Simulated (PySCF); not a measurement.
Mapped SMILES: `[CH3:1][SiH2:2][Si:3]([SiH3:4])([SiH3:5])[N:6]([CH3:7])[CH3:8]`. Hydrogens are named by the atom that carries them.

Method: geometry: GFN2-xTB, σ from GIAO-PBE0/pcSseg-1, in PySCF 2.14 (gas phase, one averaged value for each set of equivalent atoms, no relativistic terms, single conformer).

Shifts are taken against calculated references (same method and geometry level): TMS for ¹³C (186.93 ppm) and ¹H (31.72 ppm) and ²⁹Si (349.16 ppm); ¹⁵N (267.73 ppm) against NH3.

| atoms | nucleus | count | Hirshfeld charge | δ (ppm) |
| --- | --- | --- | --- | --- |
| Si3 | ²⁹Si | 1 | 0.17 | -27.5 |
| H(C7)/H(C8) | ¹H | 6 | 0.04 | 2.41 |
| H(Si2) | ¹H | 2 | -0.08 | 4.25 |
| N6 | ¹⁵N | 1 | -0.18 | 4.8 |
| Si4/Si5 | ²⁹Si | 2 | 0.20 | -121.4 |
| C7/C8 | ¹³C | 2 | -0.07 | ? |
| Si2 | ²⁹Si | 1 | 0.24 | -73.8 |
| H(Si4)/H(Si5) | ¹H | 6 | -0.08 | 3.53 |
| C1 | ¹³C | 1 | -0.21 | ? |
| H(C1) | ¹H | 3 | 0.04 | ? |

Problem. Estimate the values marked ?.

Solution. 
- C7/C8: 45.7 ppm, methyl carbon bonded to N; the inductive effect lowers its shielding
- C1: -10.0 ppm, methyl carbon bonded to Si; an electropositive neighbour leaves it electron-rich and shielded
- H(C1): 0.07 ppm, hydrogen on a methyl carbon bonded to Si; an electropositive neighbour shields it, as in TMS itself

Shifts are as computed. Against solution values, carbons near 30 ppm lie about +3 ppm off and those near 130 ppm about +5 ppm. Of 1211 compounds with measured shifts, 218 miss one by over three times the rms of a fit or turn the order of signals round; such compounds aren't used in these exercises. Experimental scales use liquid or dissolved standards, which lie at an offset from isolated NH3 (liquid NH3: subtract about 20 ppm).
